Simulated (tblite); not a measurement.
Species: C6H9O2 (doublet state).
Geometry (GFN2-xTB, Å), atoms numbered from 1 in this order:
```xyz
17
C6H9O2 angstrom
C     -2.1661   -0.1347    0.1448
C     -0.6959   -0.0811   -0.2791
C     -0.0481   -1.4027   -0.0892
O      1.2074   -1.5719    0.3469
C      2.0759   -0.5549    0.5361
O      3.1821   -0.8012    0.9557
C      1.5766    0.8295    0.1877
C      0.0916    0.9711    0.5091
H     -2.7023   -0.8821   -0.4337
H     -2.2465   -0.3901    1.1983
H     -2.6363    0.8322   -0.0150
H     -0.6681    0.1939   -1.3473
H     -0.5778   -2.3292   -0.2206
H      1.7457    0.9889   -0.8817
H      2.1798    1.5540    0.7347
H     -0.0680    0.8166    1.5791
H     -0.2570    1.9737    0.2575
```

Level: GFN2-xTB in tblite, geometry and Hessian alike; calculated harmonic values, unscaled, isolated species. Errors from tens to a few hundred cm⁻¹ against measured bands are possible. One conformer, not necessarily the lowest. Open shells enter through the occupations alone, without spin polarisation, and single modes of such species can be off by tens of per cent.

Harmonic wavenumbers (cm⁻¹): 49.6, 194.8, 199.5, 227.7, 295.5, 348.2, 395.6, 410.4, 491.4, 497.6, 586.2, 707.6, 798.0, 845.6, 937.5, 951.9, 967.3, 1044.9, 1063.3, 1089.3, 1115.2, 1124.9, 1188.8, 1193.0, 1236.0, 1268.1, 1282.0, 1303.9, 1317.9, 1345.3, 1407.9, 1449.6, 1490.1, 1495.4, 1496.4, 1730.0, 2812.4, 2951.4, 2978.3, 2993.6, 3015.2, 3042.8, 3045.0, 3050.1, 3122.1.

A = 4666, B = 1515, C = 1221 MHz; mass 113.060 u (most abundant isotopes); point group C1, symmetry number 1; spin multiplicity 2.

Q: What is the zero-point energy?

A: Half the sum of the wavenumbers: 30279 cm⁻¹ = 86.57 kcal/mol.

Q: What is S at 298.15 K and 1 bar for an ideal gas of classical rigid rotors and harmonic oscillators?

A: Translation 40.11, rotation 28.01, vibration 19.07, spin (R ln 2) 1.38: S = 88.6 cal/(mol K).

Q: And Cp and H(298.15 K) − H(0)?

A: Cp = 31.79 cal/(mol K), of which vibrations give 23.84 (their classical limit is 45 R = 89.4); H(298.15 K) − H(0) = 5.61 kcal/mol without the zero-point energy, 3.24 from vibrations.

Q: Which modes carry the vibrational entropy at 298.15 K?

A: 49.6 cm⁻¹: 4.83; 194.8 cm⁻¹: 2.18; 199.5 cm⁻¹: 2.14; 227.7 cm⁻¹: 1.90; 295.5 cm⁻¹: 1.44; 348.2 cm⁻¹: 1.17 cal/(mol K); the other 39 give 5.40 together.

Q: Blend soft modes into free rotors: weight 1/[1 + (100 cm⁻¹/ν̃)⁴] for the oscillator and the rest for a rotor with moment μB/(μ + B), μ = h/(8π²ν), B = 10⁻⁴⁴ kg m². What vibrational entropy results?

A: 17.88 cal/(mol K) in place of 19.07, which changes −T·S at 298.15 K by +0.35 kcal/mol.

Q: How do the functions run with temperature in this model?

A: 
| T (K) | S (cal/(mol K)) | Cp (cal/(mol K)) | H − H(0) (kcal/mol) | G − H(0) (kcal/mol) | ln q(vib) |
| --- | --- | --- | --- | --- | --- |
| 100 | 65.1 | 14.3 | 1.06 | -5.46 | 0.86 |
| 200 | 77.8 | 23.0 | 2.93 | -12.63 | 2.39 |
| 300 | 88.8 | 32.0 | 5.67 | -20.96 | 4.16 |
| 500 | 109.2 | 48.9 | 13.83 | -40.79 | 8.01 |
| 800 | 136.2 | 65.6 | 31.25 | -77.72 | 13.97 |
| 1000 | 151.7 | 72.8 | 45.13 | -106.54 | 17.80 |

q(vib) and H(0) count from the zero-point level.

Hindered rotation and anharmonicity are outside this model. Other conformers, if any are populated, would add a mixing term that is left out. The structure is chiral; the term R ln 2 for an equal mix with its mirror image is left out.

Hardware: Arm Neoverse V2, one thread, shared host with 96 logical CPUs at a one-minute load of 47. Cost: 0.38 s of wall time. The figure is for the frequency step alone.
